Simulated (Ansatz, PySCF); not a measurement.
Energy difference 6 R1 + R2 → 3 P1 + 4 P2, each structure at its B3LYP-D3(BJ)/def2-SVP stationary point, reached from a drawn start (curvature not checked).
R1: H2 (SMILES [H][H]), charge 0, multiplicity 1.
P1: H2O (SMILES O), charge 0, multiplicity 1.
P2, SiH4 (SMILES [SiH4]) (charge 0, multiplicity 1):
```xyz
5

Si     0.0000     0.0000     0.0000
H      0.8605     0.8605     0.8605
H     -0.8605    -0.8605     0.8605
H     -0.8605     0.8605    -0.8605
H      0.8605    -0.8605    -0.8605
```
R2: H10O3Si4 (SMILES [SiH3]O[SiH](O[SiH3])O[SiH3]), charge 0, multiplicity 1.

P less R. No zero-point or thermal terms. One arrangement of each flexible species, with no search for the lowest.

Run with Ansatz (a program for electronic structure); PySCF for the D3/D4 terms. Each number belongs to the level named beside it.

Task: Predict the reaction energy from PBE0-D3(BJ)/def2-TZVPP.

Result: 4.68 eV

Task: Estimate the reaction energy that BLYP/def2-TZVPP returns for this input.

Result: 4.62 eV

Task: Estimate the reaction energy that B3LYP-D3(BJ)/def2-TZVPP returns for this input.

Result: 5.20 eV
